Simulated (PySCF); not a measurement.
Compound: CH5Ge2NO.
Geometry (PBE0-D3(BJ)/def2-SVP, Å), atoms numbered from 1 in this order:
```
atom  x, y, z in Å
N1     1.6552    2.3460   -0.2536
C2     1.5404    1.1971   -0.3619
Ge3    1.2816   -0.7175   -0.5173
O4    -0.4002   -1.0461   -0.1335
Ge5   -1.6953   -0.0137    0.5476
H6     1.5648   -1.1096   -1.9691
H7     2.2068   -1.3838    0.5057
H8    -1.9366    1.1684   -0.4061
H9    -1.2531    0.4771    1.9379
H10   -2.9157   -0.9392    0.6353
```

Computed with PBE0-D3(BJ)/def2-SVP geometry optimisation, gas phase in PySCF 2.14.0.

Masses are those of the commonest isotopes; rigid-rotor values at the optimised geometry. The values belong to one conformer with, in the numbering `[N:1]#[C:2][GeH2:3][O:4][GeH3:5]`, C2–Ge3–O4–Ge5 -10°.

What are A, B and C (GHz)?

Ia = 161.30, Ib = 475.17, Ic = 622.96 u·Å²; 505379 MHz·u·Å²/I gives 3133, 1064 and 811.3 MHz, that is A = 3.1332, B = 1.0636, C = 0.8113 GHz.

What kind of rotor is it?

An asymmetric top; Ray's κ = -0.783.

What does the inertial defect say?

Not planar: Δ = Ic − Ia − Ib = -13.50 u·Å². For a rigid frame Δ = −2 Σ m c², so Σ m c² = 6.75 u·Å² lies off the ab plane: 6.56 from hydrogen and 0.19 from heavier atoms. The atom farthest from that plane is 1.39 Å away.

Give the other two planar moments, Paa and Pbb, and the rms extents of the mass along the axes.

Paa = Σ m a² = (Ib + Ic − Ia)/2 = 468.41 and Pbb = Σ m b² = (Ia + Ic − Ib)/2 = 154.55 u·Å². With the mass M = 194.88 u, the rms extents √(P/M) along a, b and c are 1.55, 0.89, 0.19 Å.

Which types of transition are allowed, and where do some lines up to J = 5 fall?

The dipole components are |μa| = 0.67 D, |μb| = 2.37 D, |μc| = 0.17 D. Intensities carry the squares of the components, which stand as 0.08 : 1.00 : 0.01 (a : b : c). Some of the stronger lines:

```json
{"type": "b", "branch": "R", "J(Ka,Kc)": "2(0,2) ← 1(1,1)", "MHz": "1658", "lower level (cm⁻¹)": "0.132"}
{"type": "b", "branch": "R", "J(Ka,Kc)": "4(1,3) ← 3(2,2)", "MHz": "2113", "lower level (cm⁻¹)": "0.668"}
{"type": "b", "branch": "Q", "J(Ka,Kc)": "1(1,0) ← 1(0,1)", "MHz": "2322", "lower level (cm⁻¹)": "0.063"}
{"type": "b", "branch": "Q", "J(Ka,Kc)": "3(1,2) ← 3(0,3)", "MHz": "3046", "lower level (cm⁻¹)": "0.372"}
{"type": "b", "branch": "R", "J(Ka,Kc)": "3(0,3) ← 2(1,2)", "MHz": "3700", "lower level (cm⁻¹)": "0.248"}
{"type": "b", "branch": "Q", "J(Ka,Kc)": "4(1,3) ← 4(0,4)", "MHz": "3711", "lower level (cm⁻¹)": "0.615"}
{"type": "b", "branch": "Q", "J(Ka,Kc)": "5(2,3) ← 5(1,4)", "MHz": "5506", "lower level (cm⁻¹)": "1.069"}
{"type": "b", "branch": "R", "J(Ka,Kc)": "2(1,2) ← 1(0,1)", "MHz": "5567", "lower level (cm⁻¹)": "0.063"}
{"type": "b", "branch": "Q", "J(Ka,Kc)": "4(2,2) ← 4(1,3)", "MHz": "5685", "lower level (cm⁻¹)": "0.739"}
{"type": "b", "branch": "Q", "J(Ka,Kc)": "3(2,1) ← 3(1,2)", "MHz": "5952", "lower level (cm⁻¹)": "0.473"}
{"type": "b", "branch": "Q", "J(Ka,Kc)": "2(2,0) ← 2(1,1)", "MHz": "6230", "lower level (cm⁻¹)": "0.273"}
{"type": "b", "branch": "Q", "J(Ka,Kc)": "4(2,3) ← 4(1,4)", "MHz": "7885", "lower level (cm⁻¹)": "0.655"}
{"type": "b", "branch": "R", "J(Ka,Kc)": "4(1,4) ← 3(0,3)", "MHz": "8488", "lower level (cm⁻¹)": "0.372"}
{"type": "b", "branch": "Q", "J(Ka,Kc)": "5(2,4) ← 5(1,5)", "MHz": "8551", "lower level (cm⁻¹)": "0.944"}
{"type": "b", "branch": "R", "J(Ka,Kc)": "5(1,5) ← 4(0,4)", "MHz": "9856", "lower level (cm⁻¹)": "0.615"}
{"type": "b", "branch": "R", "J(Ka,Kc)": "2(2,0) ← 1(1,1)", "MHz": "10485", "lower level (cm⁻¹)": "0.132"}
{"type": "b", "branch": "Q", "J(Ka,Kc)": "5(3,2) ← 5(2,3)", "MHz": "10485", "lower level (cm⁻¹)": "1.252"}
{"type": "b", "branch": "Q", "J(Ka,Kc)": "3(3,0) ← 3(2,1)", "MHz": "10885", "lower level (cm⁻¹)": "0.672"}
{"type": "b", "branch": "Q", "J(Ka,Kc)": "3(3,1) ← 3(2,2)", "MHz": "10992", "lower level (cm⁻¹)": "0.668"}
{"type": "b", "branch": "R", "J(Ka,Kc)": "3(2,2) ← 2(1,1)", "MHz": "11833", "lower level (cm⁻¹)": "0.273"}
{"type": "b", "branch": "Q", "J(Ka,Kc)": "5(4,1) ← 5(3,2)", "MHz": "15287", "lower level (cm⁻¹)": "1.602"}
{"type": "b", "branch": "Q", "J(Ka,Kc)": "5(4,2) ← 5(3,3)", "MHz": "15319", "lower level (cm⁻¹)": "1.601"}
{"type": "b", "branch": "Q", "J(Ka,Kc)": "4(4,0) ← 4(3,1)", "MHz": "15326", "lower level (cm⁻¹)": "1.287"}
{"type": "b", "branch": "R", "J(Ka,Kc)": "3(3,0) ← 2(2,1)", "MHz": "16617", "lower level (cm⁻¹)": "0.481"}
{"type": "b", "branch": "R", "J(Ka,Kc)": "4(3,1) ← 3(2,2)", "MHz": "18539", "lower level (cm⁻¹)": "0.668"}
{"type": "b", "branch": "Q", "J(Ka,Kc)": "5(5,1) ← 5(4,2)", "MHz": "19717", "lower level (cm⁻¹)": "2.112"}
{"type": "b", "branch": "R", "J(Ka,Kc)": "5(4,2) ← 4(3,1)", "MHz": "24748", "lower level (cm⁻¹)": "1.287"}
{"type": "b", "branch": "R", "J(Ka,Kc)": "5(4,1) ← 4(3,2)", "MHz": "24757", "lower level (cm⁻¹)": "1.286"}
```

No PBE0-D3(BJ)/def2-SVP frequencies stand behind this structure, so it isn't proved a minimum. Constants of a rigid frame at the computed geometry: no zero-point averaging, no centrifugal distortion. A rigid rotor knows nothing of internal rotation, which can split or shift real lines. Quadrupole hyperfine structure (14N) is left out.

Time: 63 s of wall time; peak memory 0.56 GiB. Hardware: one thread, Intel Xeon Platinum 8488C (x86_64), no GPU, on a shared host. These figures are those of the optimisation.
